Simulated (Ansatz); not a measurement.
Calculated with Ansatz (gas phase, PBE0-D4/def2-TZVP geometries, no zero-point term in ΔE). CCSD(T)/CBS is the MP2 limit (def2-TZVPP, def2-QZVPP) plus CCSD(T) − MP2 in def2-TZVPP, frozen cores. This one scheme is used for every species. DFT in def2-TZVPP. HSE06 is defined as in plane-wave codes. One conformer a species, not always the lowest.

Reaction (substitution at a C–S bond): `BCS` + `N[SiH3]` → `BCN[SiH3]` + H₂S

`BCS`:

Cartesian coordinates in Å:
```
B 0.631 -0.759 0.338
C -0.580 -0.043 -0.306
S -0.727 1.756 -0.155
H 1.575 -0.162 0.769
H 0.636 -1.957 0.360
H -1.513 -0.496 0.047
H -0.530 -0.322 -1.372
H 0.507 1.983 0.319
```

`N[SiH3]`:

```xyz
7

N    -0.979    0.208   -0.368
Si    0.554   -0.201    0.296
H    -1.213   -0.090   -1.302
H    -1.382    1.110   -0.173
H     0.770   -1.655    0.084
H     1.730    0.513   -0.286
H     0.520    0.114    1.748
```

`BCN[SiH3]`:

Cartesian coordinates in Å:
```
B -1.172 -0.532 1.785
C -0.643 0.222 0.545
N 0.499 -0.323 -0.149
Si 1.180 0.339 -1.574
H -2.076 -0.054 2.405
H -0.723 -1.593 2.118
H -0.471 1.272 0.838
H -1.543 0.298 -0.105
H 0.758 -1.251 0.141
H 2.356 -0.495 -1.929
H 0.234 0.366 -2.730
H 1.600 1.751 -1.344
```

H₂S:

Z-matrix (Å, degrees):
```
S
H 1 1.341
H 1 1.341 2 92.3
```

```json
{"level": "CAM-B3LYP-D4", "ΔE (eV)": "0.19"}
{"level": "B2PLYP", "ΔE (eV)": "0.25"}
{"level": "HSE06", "ΔE (eV)": "0.25"}
{"level": "BHLYP", "ΔE (eV)": "0.23"}
{"level": "MP2/def2-SVP", "ΔE (eV)": "0.11"}
{"level": "MP2/def2-TZVPP", "ΔE (eV)": "0.27"}
{"level": "CCSD(T)/def2-TZVPP", "ΔE (eV)": "0.23"}
{"level": "HF/CBS(def2)", "ΔE (eV)": "0.23"}
```

Question: What does CCSD(T)/CBS give? (Best estimate.)

Answer: The calculation gave: +0.26 eV. The listed levels differ from it by -0.07, -0.01, -0.01, -0.03, -0.15, 0.01, -0.03, -0.03 eV.

Largest T1 diagnostic among the species: 0.011.

Leaving LDA and LC-ωPBE aside and taking each functional with its dispersion term where it has one, the values, not all of them listed here, spread over 0.07 eV, from CAM-B3LYP-D4 to PBE-QIDH. LDA lies −0.09 eV from PBE without D4. At CCSD(T), def2-SVP lies −0.19 eV from the extrapolated value and def2-TZVPP −0.03 eV.
